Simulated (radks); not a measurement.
The numbers below are computed, except where a source is named.
Q: These are the eigenvalues of the occupied orbitals of an atom or ion with whole-number occupations (eV). Code: a radial shooting solver on a logarithmic mesh with Libxc functionals. Model: scalar-relativistic Kohn-Sham, PBE, spin-polarised, spherical densities, finite nucleus; Fermi nuclear charge, rms radius of each element as measured or else 0.836 A^(1/3) + 0.57 fm.

orbital  eigenvalue
1s down   -4902.340
1s up     -4902.332
2s up     -571.0679
2s down   -570.7045
2p up     -478.3105
2p down   -478.0299
3s up      -95.5617
3s down    -94.4345
3p up      -71.4333
3p down    -70.3218
3d up      -35.1774

Which element is it, and in what charge state? The configuration may be excited. Open shells, if any, are filled with parallel spins first.

A: Z = 22, titanium, charge +3: Ti3+ in [Ar] 3d1. The list shows which subshells hold electrons but not how many an open one holds; the 1s level, -180.16 hartree, gives Z - s = 19.0 by -(Z - s)^2/2, which with screening and relativity narrows Z to a few neighbours, and the depths of the outer levels then fix element, charge and occupations together.
